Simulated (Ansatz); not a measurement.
Single points on Cr2B2.

```yaml
crystal:
  periodic: [false, false, false]
  atoms:
    - {symbol: Cr, position_ang: [0.312531, 1.149653, 0.178085]}
    - {symbol: Cr, position_ang: [0.220368, -0.114676, -1.178715]}
    - {symbol: B, position_ang: [-1.013483, -0.289333, 0.338468]}
    - {symbol: B, position_ang: [0.480594, -0.745644, 0.662172]}
basis:
  gaussian: {orbitals: STO-3G}
hamiltonian: {xc: hf}
scf: {omitted_lower_state_checks: [starts]}
output: {orbitals: {seedname: orbitals}}
```

The file start.molden holds the orbitals of an earlier run on this structure, at another level or in another basis.

```sh
$ ansatz run in.yaml --threads 4 --pin off --events-out ev --progress --plain --max-ram 3916MiB
```

Shortened log:

```
Functional definition: HF
628 factors; integrals over basis functions are off by at most 9.6e-4 eV
mean field evaluation 1: about -57435.9096 eV, gradient 1.2e2 eV
mean field evaluation 2: about -57436.1153 eV, gradient 1.2e2 eV
mean field evaluation 4: about -57473.2665 eV, gradient 5.7e1 eV
mean field evaluation 8: about -57486.0001 eV, gradient 6.8e0 eV
mean field evaluation 16: about -57486.8501 eV, gradient 7.9e-1 eV
mean field evaluation 32: about -57490.4777 eV, gradient 7.1e-4 eV
mean field -57490.47769564 eV, -2112.7360868692 hartree, gradient 9.5e-6 eV, S^2 0.000000; 0 other end points of the search recorded, 0 dependent functions left out
reference -57490.47769564 eV, -2112.7360868692 hartree; 29, 29 occupied and 17, 17 virtual orbitals, 628 factors
Total energy: -57490.47769564 eV, -2112.7360868692 hartree
Checks for a lower state left out: starts
```

Hardware: 4 threads of Arm Neoverse V1 on a shared host. Wall time 0.55 s.

First input, but with `gaussian: {orbitals: def2-TZVP, initial_orbitals: start.molden}`, `hamiltonian: {xc: {name: BHLYP}, dispersion: d4}` (abridged; 14 s):

```
Functional definition: BHLYP
mean field evaluation 16: about -58180.4010 eV, gradient 1.3e-4 eV
mean field -58180.40099163 eV, -2138.0903003500 hartree, gradient 7.4e-6 eV, S^2 0.000000
Total energy: -58180.66290790 eV, -2138.0999255957 hartree
Checks for a lower state left out: starts
```

The first input with `gaussian: {orbitals: def2-TZVP, initial_orbitals: start.molden}`, `hamiltonian: {xc: {name: B3LYP}, dispersion: d4}` (abridged; 10 s):

```
Functional definition: B3LYP
mean field evaluation 16: about -58188.6527 eV, gradient 1.1e-3 eV
mean field -58188.65271145 eV, -2138.3935454604 hartree, gradient 7.3e-6 eV, S^2 0.000000
Total energy: -58188.91147718 eV, -2138.4030549254 hartree
Checks for a lower state left out: starts
```

First input, but with `gaussian: {orbitals: def2-TZVP, initial_orbitals: start.molden}`, `hamiltonian: {xc: pbe, dispersion: d4}` (abridged; 1.9 s):

```
Functional definition: PBE
mean field -58176.35047426 eV, -2137.9414465824 hartree, gradient 5.3e-5 eV, S^2 0.000000
Total energy: -58176.50421497 eV, -2137.9470964492 hartree
Checks for a lower state left out: starts
```

As the first input, with `gaussian: {orbitals: def2-TZVPD, initial_orbitals: start.molden}`, `hamiltonian: {xc: pbe, dispersion: d4}` (abridged; 3.4 s):

```
Functional definition: PBE
mean field -58176.36784492 eV, -2137.9420849424 hartree, gradient 5.9e-5 eV, S^2 0.000000
Total energy: -58176.52158935 eV, -2137.9477349459 hartree
Checks for a lower state left out: starts
```

As the first input, with `gaussian: {orbitals: def2-TZVP, initial_orbitals: start.molden}`, `hamiltonian: {xc: pbe0, dispersion: d4}` (abridged; 7.5 s):

```
Functional definition: PBE0
mean field evaluation 16: about -58173.1764 eV, gradient 1.1e-5 eV
mean field -58173.17637183 eV, -2137.8248004696 hartree, gradient 1.1e-5 eV, S^2 0.000000
Total energy: -58173.30450485 eV, -2137.8295092711 hartree
Checks for a lower state left out: starts
```

The first input with `gaussian: {orbitals: def2-SVP, initial_orbitals: start.molden}`, `hamiltonian: {xc: pbe, dispersion: d4}` (abridged; 1.5 s):

```
Functional definition: PBE
mean field -58167.00949723 eV, -2137.5981720081 hartree, gradient 8.3e-5 eV, S^2 0.000000
Total energy: -58167.16324506 eV, -2137.6038221367 hartree
Checks for a lower state left out: starts
```

Geometry: r2SCAN-D4/def2-SVP.

B3LYP takes the VWN-RPA correlation. The restricted singlet is unstable towards broken spin symmetry in Hartree–Fock (as tested in another run); at HF/STO-3G this wasn't settled. The restricted singlet is unstable towards broken spin symmetry at other levels; at BHLYP-D4/def2-TZVP, B3LYP-D4/def2-TZVP, PBE-D4/def2-TZVPD, PBE-D4/def2-SVP this wasn't settled. At PBE-D4/def2-TZVP, PBE0-D4/def2-TZVP the restricted singlet is unstable: a solution with broken spin symmetry lies lower. At PBE0-D4/def2-TZVP a triplet of charge 0 lies 4.42 eV below the restricted singlet, each at its own geometry. Another isomer (singlet) lies 0.12 eV lower at PBE0-D4/def2-TZVP.
